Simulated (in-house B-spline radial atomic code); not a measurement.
**OEP/ALDAx excitations of Kr6+**

Method: OEP/ALDAx. Computed with an all-electron radial atomic-structure program (B-spline basis): linear response of the closed shell [Ar] 3d10 4s2 with the adiabatic LDA exchange kernel on the exchange-only optimised effective potential; scalar-relativistic (spin-free one-electron X2C), finite nucleus, no spin-orbit coupling, no double excitations, S, P, D and F terms only; shells from n = 2 respond. Only terms of natural parity with L up to 3 were computed.

Command:
```bash
python run_td.py task.json out
```
Settings (radii: box in bohr, nucleus in fm):
```
Z                        36
electrons                30
configuration            [Ar] 3d10 4s2
hamiltonian              x2c
method                   oep
box_radius               14.35
rms_radius               4.1884
intervals                103
```

Run time, properties included: 1.3 s on 1 thread of Intel(R) Xeon(R) Platinum 8488C (Sapphire Rapids) (shared host).

The lowest states, in the order of their Tamm-Dancoff energies; the method's threshold (minus the highest occupied level) is 107.23 eV. Labels give the largest channel, * marks a mixed state, and oscillator strengths are full-response dipole values. Semilocal kernels can invert the small singlet-triplet splittings of Rydberg terms. Energies in eV:

```csv
state,full response,Tamm-Dancoff,oscillator strength
4s → 4p 3P,15.037,15.232,-
4s → 4p 1P,?,?,?
4s → 4d 3D,41.20,41.26,-
4s → 4d 1D,43.83,43.86,-
4s → 5s 3S,52.51,52.52,-
4s → 5s 1S,?,?,-
4s → 5p 3P,59.32,59.34,-
4s → 5p 1P,60.08,60.14,0.085
4s → 4f 3F,62.76,62.79,-
4s → 4f 1F,63.75,63.76,-
4s → 5d 3D,69.81,69.82,-
4s → 5d 1D,70.37,70.38,-
4s → 6s 3S,74.41,74.41,-
4s → 6s 1S,74.89,74.90,-
4s → 6p 3P,77.68,77.68,-
4s → 6p 1P,77.95,77.96,0.0422
```

Q: Where does 4s → 4p 1P lie?

A: At 21.620 eV in full response, 22.409 eV in Tamm-Dancoff, oscillator strength 1.57.

Q: Where does 4s → 5s 1S lie?

A: At 54.00 eV in full response, 54.04 eV in Tamm-Dancoff.

Q: How large is the singlet-triplet splitting of 4s → 4p (P terms) in Tamm-Dancoff?

A: 7.18 eV, from the unrounded values.

Q: What polarisabilities and dispersion coefficient does the method give?

A: Dipole 2.739 bohr³, quadrupole 3.215 bohr⁵, C6 5.311 hartree·bohr⁶ for two such species.
